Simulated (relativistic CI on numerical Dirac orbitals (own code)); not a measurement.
## Ne: calculation against measurement

Calculated at this level of theory: Dirac-Coulomb-Breit CI, KLI orbitals optimised for each configuration, model QED, valence Slater integrals scaled by 0.85, P86 correlation energy added to each configuration (own radial code, finite nucleus).

Configuration list (outside the closed core 1s2 2s2): 2p6, 2p5.3s, 2p5.3p, 2p5.4s, 2p5.3d, 2p5.4p, 2p5.4d, 2p5.5s, 2p5.4f, 2p5.5p, 2p5.5d, 2p5.5f, 2p5.5g. Levels of other configurations are missing.

```tsv
Configuration	Term (tabulated)	J	Measured (cm⁻¹)	Computed	Error	Purity (%)
2p6	1S	0	0.0	0	0	100
2p5.3s	2[3/2]°	2	134041.8	127480	-6562	100
2p5.3s	2[3/2]°	1	134459.3	127887	-6573	93
2p5.3s	2[1/2]°	0	134818.6	128242	-6576	100
2p5.3s	2[1/2]°	1	135888.7	129256	-6633	93
2p5.3p	2[1/2]	1	148257.8	141558	-6700	97
2p5.3p	2[5/2]	3	149657.0	142422	-7235	100
2p5.3p	2[5/2]	2	149824.2	142577	-7248	74
2p5.3p	2[3/2]	1	150121.6	142836	-7285	64
2p5.3p	2[3/2]	2	150315.9	142989	-7326	53
2p5.3p	2[3/2]	1	150772.1	143423	-7349	43
2p5.3p	2[3/2]	2	150858.5	143526	-7333	44
2p5.3p	2[1/2]	0	150917.4	143548	-7369	99
2p5.3p	2[1/2]	1	151038.5	143660	-7379	65
2p5.3p	2[1/2]	0	152970.7	146384	-6587	92
2p5.4s	2[3/2]°	2	158601.1	152166	-6436	100
2p5.4s	2[3/2]°	1	158796.0	152383	-6413	60
2p5.4s	2[1/2]°	0	159380.0	152928	-6452	100
2p5.4s	2[1/2]°	1	159534.6	153117	-6418	60
2p5.3d	2[1/2]°	0	161509.6	154274	-7236	100
2p5.3d	2[1/2]°	1	161524.2	154291	-7233	84
2p5.3d	2[7/2]°	4	161590.3	154338	-7252	100
2p5.3d	2[7/2]°	3	161592.1	154345	-7247	55
2p5.3d	2[3/2]°	2	161607.3	154356	-7251	62
2p5.3d	2[3/2]°	1	161636.6	154397	-7240	58
2p5.3d	2[5/2]°	2	161699.7	154431	-7268	43
2p5.3d	2[5/2]°	3	161701.4	154433	-7269	72
2p5.3d	2[5/2]°	2	162408.7	155133	-7275	71
2p5.3d	2[5/2]°	3	162410.2	155137	-7273	40
2p5.3d	2[3/2]°	2	162420.0	155142	-7278	38
2p5.3d	2[3/2]°	1	162435.7	155164	-7271	59
2p5.4d	2[7/2]°	4	167000.0	160661	-6339	100
```

Measured levels from NIST Handbook of Basic Atomic Spectroscopic Data (Sansonetti and Martin, J. Phys. Chem. Ref. Data 34, 1559 (2005)); pairs were made by configuration, J and term (by order where the table uses no LS term), so strongly mixed levels may be paired wrongly.

Mean error by configuration (cm⁻¹): 2p5.3s -6586; 2p5.3p -7181; 2p5.4s -6430; 2p5.3d -7258; 2p5.4d -6339. Over the excited levels the mean absolute error is 7010 cm⁻¹ (31 of the 31 excited levels that our extract of the source holds in range could be paired), and the median relative error of those above 1,000 cm⁻¹ is 4.5 %.

Transition probabilities of persistent lines. The last column rescales the computed rate by the cube of measured over computed energy:

```
λ measured (Å)             Lower             Upper  A tabulated (s⁻¹)  A computed  A rescaled
 615.63 vacuum          2p6 1S_0  2p5.3d 2[3/2]°_1           3.80e+07    3.76e+07    4.31e+07
 618.67 vacuum          2p6 1S_0  2p5.3d 2[3/2]°_1           9.29e+07    7.29e+07    8.36e+07
 619.10 vacuum          2p6 1S_0  2p5.3d 2[1/2]°_1           3.30e+07    1.55e+07    1.78e+07
 626.82 vacuum          2p6 1S_0  2p5.4s 2[1/2]°_1           7.41e+07    1.15e+08    1.30e+08
 629.74 vacuum          2p6 1S_0  2p5.4s 2[3/2]°_1           4.80e+07    7.42e+07    8.40e+07
 735.90 vacuum          2p6 1S_0  2p5.3s 2[1/2]°_1           6.12e+08    4.91e+08    5.70e+08
 743.72 vacuum          2p6 1S_0  2p5.3s 2[3/2]°_1           4.86e+07    3.90e+07    4.53e+07
   5400.56 air  2p5.3s 2[3/2]°_1   2p5.3p 2[1/2]_0           9.00e+05    2.28e+06    2.29e+06
   5852.49 air  2p5.3s 2[1/2]°_1   2p5.3p 2[1/2]_0           6.82e+07    7.52e+07    7.46e+07
   6030.00 air  2p5.3s 2[3/2]°_1   2p5.3p 2[1/2]_1           5.61e+06    5.99e+06    6.96e+06
   6074.34 air  2p5.3s 2[3/2]°_1   2p5.3p 2[1/2]_0           6.03e+07    5.46e+07    6.34e+07
   6143.06 air  2p5.3s 2[3/2]°_2   2p5.3p 2[3/2]_2           2.82e+07    3.00e+07    3.46e+07
   6163.59 air  2p5.3s 2[1/2]°_0   2p5.3p 2[1/2]_1           1.46e+07    1.51e+07    1.76e+07
   6217.28 air  2p5.3s 2[3/2]°_2   2p5.3p 2[3/2]_1           6.37e+06    6.78e+06    7.78e+06
   6266.49 air  2p5.3s 2[1/2]°_0   2p5.3p 2[3/2]_1           2.49e+07    2.63e+07    3.05e+07
   6382.99 air  2p5.3s 2[3/2]°_1   2p5.3p 2[3/2]_1           3.21e+07    3.22e+07    3.70e+07
   6402.25 air  2p5.3s 2[3/2]°_2   2p5.3p 2[5/2]_3           5.14e+07    5.04e+07    5.75e+07
   6506.53 air  2p5.3s 2[3/2]°_1   2p5.3p 2[5/2]_2           3.00e+07    2.86e+07    3.27e+07
   6598.95 air  2p5.3s 2[1/2]°_1   2p5.3p 2[1/2]_1           2.32e+07    2.13e+07    2.48e+07
   6929.47 air  2p5.3s 2[1/2]°_1   2p5.3p 2[3/2]_2           1.74e+07    1.41e+07    1.64e+07
   7032.41 air  2p5.3s 2[3/2]°_2   2p5.3p 2[1/2]_1           2.53e+07    3.01e+07    3.10e+07
   7173.94 air  2p5.3s 2[1/2]°_1   2p5.3p 2[5/2]_2           2.87e+06    3.23e+06    3.69e+06
   7245.17 air  2p5.3s 2[3/2]°_1   2p5.3p 2[1/2]_1           9.35e+06    1.04e+07    1.07e+07
   8377.61 air   2p5.3p 2[5/2]_3  2p5.3d 2[7/2]°_4           5.10e+07    5.30e+07    5.32e+07
   8654.38 air   2p5.3p 2[3/2]_2  2p5.3d 2[5/2]°_3           4.45e+07    4.63e+07    4.56e+07
   8783.75 air   2p5.3p 2[1/2]_1  2p5.3d 2[3/2]°_2           3.13e+07    3.65e+07    3.56e+07
```
